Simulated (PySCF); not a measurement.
[Ti(SH)4]2- holds Ti(II), d2, at total charge -2. The structure is a model geometry with rigid ligands and bond lengths from ionic radii, not a minimum; coordination tetrahedral, point group S4, metal–donor distances 2.48 Å.

```
9

Ti    0.000    0.000    0.000
S     1.432    1.432    1.432
H     0.643    2.510    1.576
S    -1.432   -1.432    1.432
H    -0.643   -2.510    1.576
S    -1.432    1.432   -1.432
H    -2.510    0.643   -1.576
S     1.432   -1.432   -1.432
H     2.510   -0.643   -1.576
```

Method (PySCF 2.14, density fitting): CASSCF(2,5) with orbitals averaged over all microstates of the shell, strongly contracted NEVPT2 on the averaged canonical orbitals; basis x2c-TZVPall on the metal, x2c-SVPall elsewhere; spin-free X2C; IEF-PCM water; spin-orbit coupling by state interaction with the mean-field operator over all roots.

Problem. What is the ground state?

Solution. 3B (from 3A2) (S = 1, orbital degeneracy 1), orbital occupations from the lowest 1.0 1.0 0.0 0.0 0.0, by NEVPT2.

Problem. Where do the spin-allowed transitions within the shell lie?

Solution. By NEVPT2: 3E (from 3T2) at 2017 cm⁻¹; 3A (from 3T1) at 5859 cm⁻¹; 3B (from 3T2) at 7423 cm⁻¹ (1347 nm); 3E (from 3T1) at 7669 cm⁻¹ (1304 nm); 3A (from 3T1) at 12480 cm⁻¹ (801 nm); 3E (from 3T1) at 13976 cm⁻¹ (715 nm). The strongest, at 13976 cm⁻¹, has f = 2.6e-03.

Problem. Which is the lowest state of another spin?

Solution. 1A (from 1E) at 7087 cm⁻¹ by NEVPT2; CASSCF alone puts it at 9782 cm⁻¹ above the same ground state.

Problem. What ligand-field parameters describe the result?

Solution. At CASSCF level (the NEVPT2 levels don't fit a ligand-field model well): orbital energies 0, 3371, 4933, 4933, 6602 cm⁻¹; 10Dq = 3804 cm⁻¹ (difference of the means of the two sets); B = 716 cm⁻¹; C = 2864 cm⁻¹; B over its free-ion value at the same level 0.806; rms of the fit 278 cm⁻¹; ζ = 100 cm⁻¹ (free ion 123).

Problem. What are the magnetic parameters?

Solution. The ground multiplet follows a spin Hamiltonian with S = 1, g = 1.821, 1.821, 1.948, D = 3.64 cm⁻¹, E/|D| = 0.00 (spin-orbit part alone); the lowest levels hold 100 % of the spin-free ground state. μeff is 2.89 μB at 300 K and 2.61 μB at 10 K; the spin-only value is 2.83 μB.

The geometry is a model, and the complex may not exist in this form.

The job took 18 s on one thread of Arm Neoverse N1 (shared host), with 140 basis functions, launched as `OMP_NUM_THREADS=1 python lf_run.py task.json out`.
